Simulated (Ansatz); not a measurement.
Diborane 1,1-di F (B₂H₄F₂), relaxed as a singlet with RKS PBE-D4/def2-TZVP in Ansatz, starting from the GFN2-xTB geometry. Force threshold 0.02 eV/Å.

Start:

Cartesian coordinates in Å:
```
B 0.643 0.367 -0.494
B -0.666 -0.380 0.512
F 0.414 0.873 -1.701
F 1.903 0.451 -0.081
H -0.250 0.850 0.450
H -0.417 -0.813 1.570
H -1.761 -0.433 0.107
H 0.134 -0.915 -0.363
```

```tsv
step	energy (eV)	largest force component (eV/Å)	SCF passes
1	-6849.5129	0.717	15
2	-6849.5832	0.290	21
3	-6849.5925	0.074	21
4 (rejected)	-6849.5921	0.100	22
5	-6849.5929	0.005	22
```

Force components are those of the run's own axes.

End:

```xyz
8

B     0.6331    0.3620   -0.4873
B    -0.6451   -0.3690    0.4965
F     0.3603    0.8610   -1.7001
F     1.8915    0.4269   -0.0327
H    -0.2687    0.8598    0.4704
H    -0.3453   -0.7979    1.5703
H    -1.7494   -0.4001    0.0420
H     0.1236   -0.9426   -0.3592
```

By distances, no bond broke or formed. The bond that changes most is B1–B2, from 1.81 to 1.77 Å (atoms count from 1).

No frequencies were taken in this run, so the end may be a saddle point.

Hardware: 2 threads of Intel Xeon Platinum 8375C on a shared host. Wall time 6 s.
